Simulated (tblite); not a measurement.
Species: C₈H₁₄NP.
Structure used (GFN2-xTB), in Å, numbered top down from 1:
```xyz
24
C8H14NP angstrom
C     -2.2321    1.0932   -1.0659
P     -1.1454   -0.4041   -1.0606
C     -2.1509   -1.4438    0.1540
C     -2.3535   -0.7776    1.4000
N     -2.4922   -0.2089    2.3842
C      0.1728    0.2225    0.1050
C      1.0127   -0.9303    0.6786
C      2.4305   -0.3716    0.7336
C      2.5223    0.4265   -0.5624
C      1.1673    1.1329   -0.6481
H     -2.4917    1.3963   -0.0518
H     -1.7072    1.9052   -1.5658
H     -3.1400    0.8741   -1.6269
H     -3.1146   -1.6545   -0.3191
H     -1.6236   -2.3874    0.3173
H     -0.3081    0.7780    0.9168
H      0.6487   -1.2547    1.6531
H      0.9888   -1.7859   -0.0034
H      2.5366    0.2943    1.5916
H      3.1865   -1.1522    0.8043
H      2.6400   -0.2583   -1.4036
H      3.3554    1.1276   -0.5695
H      0.8666    1.2886   -1.6869
H      1.2193    2.1101   -0.1670
```

Level: GFN2-xTB in tblite, geometry and Hessian alike; calculated harmonic values, unscaled, isolated species. This tight-binding method is rough: wavenumbers can miss measured ones by several per cent, in bad cases by 10 to 20. One conformer, not necessarily the lowest.

Harmonic wavenumbers (cm⁻¹): 30.2, 45.9, 81.1, 111.4, 144.3, 183.0, 210.0, 247.8, 268.8, 296.9, 311.0, 374.0, 480.9, 542.2, 595.4, 666.0, 714.2, 725.7, 770.1, 852.1, 874.6, 879.7, 888.9, 949.5, 964.4, 980.3, 997.1, 1002.2, 1052.1, 1072.8, 1091.7, 1104.3, 1128.6, 1164.4, 1168.8, 1214.4, 1220.8, 1229.4, 1263.4, 1297.9, 1312.9, 1319.8, 1321.7, 1323.6, 1385.6, 1439.0, 1451.8, 1481.7, 1483.7, 1489.6, 1502.3, 2389.1, 2912.8, 2939.2, 2942.6, 2955.0, 2956.2, 2979.2, 2986.8, 2988.6, 2994.0, 3000.2, 3002.8, 3008.6, 3013.3, 3015.3.

A = 1773, B = 807.2, C = 673.2 MHz; mass 155.086 u (most abundant isotopes); point group C1, symmetry number 1.

Zero-point energy?

½Σν̃ = 44396 cm⁻¹ = 126.93 kcal/mol.

What is S at 298.15 K and 1 bar for an ideal gas of classical rigid rotors and harmonic oscillators?

Translation 41.05, rotation 30.19, vibration 37.00: S = 108.2 cal/(mol K).

And Cp and H(298.15 K) − H(0)?

Cp = 44.55 cal/(mol K), of which vibrations give 36.60 (their classical limit is 66 R = 131.2); H(298.15 K) − H(0) = 7.95 kcal/mol without the zero-point energy, 5.58 from vibrations.

Which modes carry the vibrational entropy at 298.15 K?

30.2 cm⁻¹: 5.82; 45.9 cm⁻¹: 4.99; 81.1 cm⁻¹: 3.86; 111.4 cm⁻¹: 3.24; 144.3 cm⁻¹: 2.75; 183.0 cm⁻¹: 2.30 cal/(mol K); the other 60 give 14.05 together.

Blend soft modes into free rotors: weight 1/[1 + (100 cm⁻¹/ν̃)⁴] for the oscillator and the rest for a rotor with moment μB/(μ + B), μ = h/(8π²ν), B = 10⁻⁴⁴ kg m². What vibrational entropy results?

33.17 cal/(mol K) in place of 37.00, which changes −T·S at 298.15 K by +1.14 kcal/mol.

Hindered rotation and anharmonicity are outside this model. Other conformers, if any are populated, would add a mixing term that is left out. The structure is chiral; the term R ln 2 for an equal mix with its mirror image is left out.

Time: 1.3 s. Hardware: one thread of an Arm Neoverse V1, shared host with 32 logical CPUs at a one-minute load of 24. This covers the Hessian and the dipole derivatives.
